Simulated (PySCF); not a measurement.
PySCF job for C3H5ClOSi, SMILES Cl[Si@@H]1CC=CO1, PBE-D3(BJ)/def2-SVP. Geometry optimised at PBE-D3(BJ)/def2-SVP. The structure was generated by enumeration; whether it is a known compound was not checked. Other conformers were not sampled.

```python
import numpy as np
from pyscf import gto, scf, dft, df
from pyscf.hessian import thermo

mol = gto.M(
    atom='''
    Cl    1.88093848   -0.02614002   -0.94917785
    Si    0.47737017   -0.08588627    0.58177834
    C    -0.89083607   -1.36160196    0.28810415
    C    -2.04370723   -0.43762373   -0.05027859
    C    -1.78783308    0.88371183    0.08495100
    O    -0.53825475    1.29481197    0.50026964
    H     1.22569686   -0.07280713    1.87276481
    H    -1.08626313   -1.97375568    1.19735828
    H    -0.64281638   -2.07121332   -0.52932002
    H    -3.02325394   -0.80921150   -0.38409067
    H    -2.49220355    1.70836315   -0.10440216
    ''',
    basis='def2-SVP',
    charge=0,
    spin=0,
    max_memory=1600,
    verbose=3,
)
mf = dft.RKS(mol, xc='pbe').density_fit(auxbasis='def2-universal-jkfit')
mf.disp = 'd3bj'
mf.grids.level = 3
mf.conv_tol = 1e-11
mf.max_cycle = 100
mf.kernel()

# [left out here: the lines that compute and print the analytic Hessian (its translational invariance restored by hand, since the grid's response is missing), thermochemistry and intensities]
```

Output:

```
[...]
Mode                                 6                   7                   8
Irrep
Freq [cm^-1]                      638.9797            675.9003            702.2401
Reduced mass [au]                   1.7622              2.1680              1.4322
Force const [Dyne/A]                0.4239              0.5836              0.4161
Char temp [K]                     919.3496            972.4700           1010.3672
Normal mode                   x     y     z       x     y     z       x     y     z
       0  Cl                -0.01  0.00  0.02   -0.00 -0.00 -0.01    0.00  0.00 -0.00
       1  Si                 0.03  0.05 -0.04    0.01  0.08  0.03   -0.02 -0.04 -0.00
       2   C                -0.10 -0.10  0.03   -0.06 -0.05 -0.09    0.05 -0.00 -0.01
       3   C                -0.01 -0.01 -0.03   -0.04 -0.04 -0.01    0.05  0.04 -0.02
       4   C                 0.04 -0.02  0.03    0.06 -0.06 -0.04    0.01  0.06 -0.07
       5   O                 0.03 -0.02  0.01    0.04  0.01  0.03   -0.04 -0.04  0.03
       6   H                 0.22  0.54 -0.15   -0.14 -0.18  0.12    0.01  0.47 -0.03
       7   H                -0.24 -0.27 -0.11   -0.04  0.19  0.08   -0.04  0.06  0.01
       8   H                -0.02  0.05 -0.08   -0.20 -0.28  0.07    0.08 -0.05  0.04
       9   H                -0.03  0.10 -0.11   -0.21  0.06  0.36   -0.13 -0.04  0.61
      10   H                 0.05 -0.01  0.04    0.04 -0.05  0.08   -0.08  0.04  0.19
Mode                                 9                  10                  11
Irrep
Freq [cm^-1]                      726.8591            744.9766            830.6194
Reduced mass [au]                   1.2760              6.1380              2.0672
Force const [Dyne/A]                0.3972              2.0071              0.8403
Char temp [K]                    1045.7885           1071.8554           1195.0763
Normal mode                   x     y     z       x     y     z       x     y     z
       0  Cl                -0.00 -0.00 -0.01   -0.01 -0.00  0.01   -0.00 -0.00 -0.00
       1  Si                 0.01 -0.00  0.01    0.09 -0.05  0.01    0.03  0.05 -0.02
       2   C                 0.03 -0.03 -0.07   -0.03 -0.08 -0.03    0.00 -0.08  0.07
       3   C                 0.01  0.03  0.07    0.02  0.01  0.02    0.09  0.05 -0.01
       4   C                -0.00  0.03  0.03   -0.05  0.03 -0.02   -0.05  0.07 -0.02
       5   O                -0.01 -0.05 -0.01   -0.08  0.14 -0.00   -0.02 -0.08 -0.01
       6   H                -0.40  0.46  0.24    0.11 -0.05 -0.00   -0.35 -0.34  0.20
       7   H                 0.15  0.19  0.11   -0.06 -0.01  0.01   -0.21 -0.24 -0.09
       8   H                -0.25 -0.24  0.02   -0.18 -0.16 -0.01   -0.12  0.06 -0.09
       9   H                 0.14  0.04 -0.34    0.02  0.01  0.03    0.06  0.01  0.11
      10   H                 0.06  0.05 -0.13   -0.16 -0.06 -0.08   -0.05  0.09  0.07
Mode                                12                  13                  14
Irrep
Freq [cm^-1]                      839.3847            892.3164            940.1948
Reduced mass [au]                   1.6536              1.3541              1.9055
Force const [Dyne/A]                0.6865              0.6352              0.9924
Char temp [K]                    1207.6878           1283.8447           1352.7310
Normal mode                   x     y     z       x     y     z       x     y     z
       0  Cl                 0.01 -0.00  0.00    0.00 -0.00  0.00    0.00  0.00 -0.00
       1  Si                -0.04  0.03  0.03   -0.00  0.00  0.00   -0.01 -0.00  0.00
       2   C                 0.03 -0.07 -0.06    0.00 -0.01  0.00   -0.07  0.12 -0.03
       3   C                 0.05  0.04  0.04   -0.03 -0.00  0.07    0.12 -0.03  0.04
       4   C                -0.05  0.05  0.00    0.03  0.01 -0.13    0.02 -0.06 -0.00
       5   O                -0.00 -0.06 -0.03   -0.00  0.00  0.01    0.00 -0.00 -0.00
       6   H                 0.57 -0.16 -0.33    0.05 -0.03 -0.03    0.03  0.06 -0.03
       7   H                -0.02  0.11  0.05    0.01 -0.00  0.01   -0.34  0.09 -0.11
       8   H                -0.15 -0.22  0.03    0.01 -0.01  0.01   -0.42  0.09 -0.10
       9   H                 0.08  0.02 -0.04    0.11  0.02 -0.35    0.22 -0.25  0.04
      10   H                 0.03  0.09 -0.10   -0.22 -0.02  0.73   -0.10 -0.17 -0.01
Mode                                15                  16                  17
Irrep
Freq [cm^-1]                     1025.2771           1060.4778           1140.7960
Reduced mass [au]                   2.0259              1.1433              1.9778
Force const [Dyne/A]                1.2547              0.7575              1.5165
Char temp [K]                    1475.1455           1525.7914           1641.3515
Normal mode                   x     y     z       x     y     z       x     y     z
       0  Cl                -0.00  0.00  0.00   -0.00 -0.00 -0.00    0.00 -0.00 -0.00
       1  Si                -0.00 -0.00 -0.00   -0.01  0.00  0.01   -0.01 -0.01  0.00
       2   C                 0.05 -0.02  0.01   -0.02 -0.00  0.05    0.17  0.02  0.05
       3   C                -0.07 -0.04 -0.02    0.01 -0.00 -0.08   -0.08  0.02 -0.02
       4   C                -0.10  0.04 -0.03   -0.00  0.00 -0.00    0.06 -0.04  0.01
       5   O                 0.11  0.04  0.04    0.01  0.00 -0.00   -0.04  0.02 -0.01
       6   H                -0.03  0.08  0.01    0.08  0.04 -0.04    0.02 -0.00 -0.03
       7   H                -0.16 -0.05 -0.05    0.66 -0.15  0.10   -0.36 -0.09 -0.14
       8   H                -0.12 -0.06 -0.01   -0.54  0.14 -0.22   -0.46 -0.07 -0.06
       9   H                 0.11 -0.58  0.01   -0.02 -0.05  0.07   -0.15  0.22 -0.04
      10   H                 0.07  0.21  0.02   -0.01  0.02  0.13    0.11  0.00  0.04
Mode                                18                  19                  20
Irrep
Freq [cm^-1]                     1175.4499           1310.3629           1350.4719
Reduced mass [au]                   1.6321              1.5112              1.1034
Force const [Dyne/A]                1.3286              1.5288              1.1856
Char temp [K]                    1691.2107           1885.3204           1943.0284
Normal mode                   x     y     z       x     y     z       x     y     z
       0  Cl                 0.00 -0.00 -0.00    0.00 -0.00 -0.00    0.00 -0.00 -0.00
       1  Si                 0.00  0.01  0.00   -0.00  0.01  0.00   -0.00  0.00 -0.00
       2   C                -0.03 -0.02 -0.01    0.02 -0.03  0.00   -0.02  0.08 -0.01
       3   C                -0.01 -0.00 -0.00   -0.08  0.10 -0.02    0.01 -0.02  0.00
       4   C                 0.12  0.02  0.04    0.10  0.03  0.03   -0.00  0.02  0.00
       5   O                -0.11  0.01 -0.03   -0.01 -0.03 -0.01   -0.00 -0.00  0.00
       6   H                 0.01 -0.07 -0.00    0.01 -0.05 -0.01   -0.00  0.00 -0.00
       7   H                 0.01  0.00  0.01    0.03 -0.05 -0.01    0.18 -0.53 -0.36
       8   H                 0.05 -0.02  0.01    0.02 -0.05  0.03   -0.02 -0.49  0.46
       9   H                 0.15 -0.43  0.03    0.11 -0.42  0.02    0.00  0.02  0.00
      10   H                 0.47  0.34  0.15   -0.44 -0.47 -0.15   -0.00  0.02  0.00
Mode                                21                  22                  23
Irrep
Freq [cm^-1]                     1629.4720           2223.1410           2969.2113
Reduced mass [au]                   6.1704              1.0434              1.0642
Force const [Dyne/A]                9.6528              3.0384              5.5280
Char temp [K]                    2344.4474           3198.6050           4272.0340
Normal mode                   x     y     z       x     y     z       x     y     z
       0  Cl                -0.00  0.00  0.00    0.00 -0.00 -0.00   -0.00 -0.00  0.00
       1  Si                 0.00 -0.00 -0.00   -0.02 -0.00 -0.03   -0.00 -0.00 -0.00
       2   C                -0.00 -0.02 -0.00    0.00  0.00  0.00    0.01  0.06 -0.03
       3   C                 0.01  0.19  0.01   -0.00 -0.00 -0.00   -0.00  0.00 -0.00
       4   C                -0.06 -0.18 -0.03    0.00  0.00  0.00   -0.00 -0.00 -0.00
       5   O                 0.01  0.02  0.01   -0.00 -0.00  0.00    0.00 -0.00  0.00
       6   H                -0.00  0.01  0.01    0.50  0.01  0.84    0.00  0.00  0.00
       7   H                 0.07 -0.05 -0.01   -0.00  0.00 -0.01   -0.16 -0.46  0.71
       8   H                 0.06 -0.05  0.05   -0.01 -0.00  0.00    0.10 -0.26 -0.33
       9   H                 0.14 -0.08  0.04   -0.00  0.00 -0.00    0.01  0.01  0.00
      10   H                 0.20  0.01  0.06   -0.00 -0.00 -0.00    0.00 -0.00  0.00
Mode                                24                  25                  26
Irrep
Freq [cm^-1]                     3026.9055           3130.7153           3151.5639
Reduced mass [au]                   1.0989              1.0868              1.1036
Force const [Dyne/A]                5.9322              6.2761              6.4583
Char temp [K]                    4355.0431           4504.4023           4534.3988
Normal mode                   x     y     z       x     y     z       x     y     z
       0  Cl                 0.00 -0.00 -0.00   -0.00  0.00  0.00   -0.00 -0.00  0.00
       1  Si                -0.00 -0.00  0.00    0.00 -0.00 -0.00    0.00 -0.00  0.00
       2   C                -0.02  0.03  0.08   -0.00  0.00  0.00    0.00 -0.00  0.00
       3   C                -0.00 -0.00 -0.00    0.05  0.02  0.02   -0.06 -0.03 -0.02
       4   C                -0.00 -0.00  0.00   -0.04  0.05 -0.01   -0.03  0.05 -0.01
       5   O                 0.00 -0.00  0.00   -0.00 -0.00 -0.00    0.00  0.00  0.00
       6   H                -0.00  0.00 -0.00   -0.00  0.00 -0.00   -0.00 -0.00 -0.00
       7   H                 0.08  0.24 -0.33    0.00 -0.00  0.00    0.00  0.01 -0.01
       8   H                 0.18 -0.55 -0.63    0.00 -0.01 -0.01   -0.00  0.01  0.01
       9   H                 0.01  0.00  0.00   -0.56 -0.21 -0.19    0.64  0.25  0.22
      10   H                 0.00 -0.00  0.00    0.46 -0.54  0.12    0.39 -0.47  0.10
temperature 298.1500 [K]
pressure 101325.00 [Pa]
Rotational constants [GHz] 4.69775 1.66016 1.47611
Symmetry number 1
Zero-point energy (ZPE) 0.07313 [Eh]   192014.601 [J/mol]
                           tot       elec      trans        rot        vib
Entropy [J/mol/K]       337.632      0.000    168.517    116.004     53.111
Cv [J/mol/K]             97.429      0.000     12.472     12.472     72.486
Cp [J/mol/K]            105.744      0.000     20.786     12.472     72.486
Internal energy [J/mol]                      3718.434   3718.434 201327.248
Internal energy [Eh]   -941.29398  -941.37349
Enthalpy [J/mol]                             6197.391   3718.434 201327.248
Enthalpy [Eh]          -941.29304
Gibbs free energy [J/mol]                  -44045.911 -30868.271 185492.300
Gibbs free energy [Eh] -941.33138
mode   freq/cm-1   IR/(km/mol)
   1       83.99         0.104
   2      174.74         1.121
   3      243.34         3.230
   4      419.04         3.386
   5      453.61        35.751
   6      542.30        66.301
   7      638.98         8.744
   8      675.90        22.262
   9      702.24        35.467
  10      726.86        14.977
  11      744.98        73.499
  12      830.62        52.742
  13      839.38       137.554
  14      892.32         4.292
  15      940.19        20.821
  16     1025.28       100.328
  17     1060.48        16.786
  18     1140.80         3.155
  19     1175.45       101.424
  20     1310.36         2.849
  21     1350.47         5.741
  22     1629.47        73.022
  23     2223.14       101.326
  24     2969.21         8.754
  25     3026.91         1.539
  26     3130.72         1.163
  27     3151.56        10.874
max |gradient| / (hartree/bohr): 4.735495971836867e-05
APT charges: [-0.5108  1.4692 -0.2598 -0.1716  0.4343 -0.8444 -0.2447  0.0119  0.0307
  0.0403  0.0447]
```

Self-consistency was reached.

Cost: very roughly 120 core-seconds.
